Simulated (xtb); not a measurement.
LaCl3, SMILES [Cl][La]([Cl])[Cl]. All values are semi-empirical tight-binding results from xtb (GFN2-xTB unless named), good for trends rather than for accurate numbers. Coordinates come from a GFN2-xTB optimisation. The isomer is the one that the SMILES or the coordinates give; other isomers of the formula were not compared.

For metal compounds this method's bond lengths and energies can be far off.

Computed properties:
```
Quantity                                        Value
-------------------------------------  --------------
point group as xtb finds it                       C3v
orbital gap                                   1.44 eV
zero-point energy                        1.3 kcal/mol
G − E(el) at 298.15 K (modified RRHO)  -19.7 kcal/mol
```
